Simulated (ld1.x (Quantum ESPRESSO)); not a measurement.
phosphorus: excitation energies, all-electron against ultrasoft

- Element: P
- Generator: ld1.x (Quantum ESPRESSO) 7.5
- Type: ultrasoft
- Functional: PBE
- Relativity: scalar-relativistic
- Frozen core: [Ne]
- Valence charge: 5
- Reference configuration: 3s2 3p3
- Partial waves: 3s (bound): rcut 1.50, rcutus 1.60 bohr; 3s channel at -0.4 Ry: rcut 1.50, rcutus 1.60 bohr; 3p (bound): rcut 1.50, rcutus 1.80 bohr; 3p channel at 0.15 Ry: rcut 1.50, rcutus 1.80 bohr
- Local potential: all-electron potential smoothed inside 1.25 bohr (lloc = -1)
- Core correction: Bessel-smoothed model core inside 1.05 bohr
- Augmentation charge: PSQ, radius 1.35 bohr

Energies are relative to the spin-unpolarised reference configuration 3s2 3p3; without spin polarisation the order of configurations can differ from experiment.

```
valence configuration  charge  ΔE all-electron (eV)  error AE − PS (meV)
              3s2 3p2      +1                 9.730                 -0.1
              3s2 3p1      +2                28.877                 +2.6
              3s2 3p0      +3                58.616                  +13
            3s2 3p3.3    -0.3                -1.307                 +0.1
              3s1 3p3      +1                18.850                 -3.3
            3s2 3p2.5    +0.5                 3.775                 -0.2
```

Task: What are ΔE and the potential's error for 3s1 3p4?

Result: ΔE = 8.534 eV all-electron; the error (AE − PS) is -1.6 meV.

Levels in the configuration 3s1 3p3:

```csv
level,all-electron (eV),pseudo (eV)
3s,-23.978,-23.984
3p,-14.811,-14.812
```
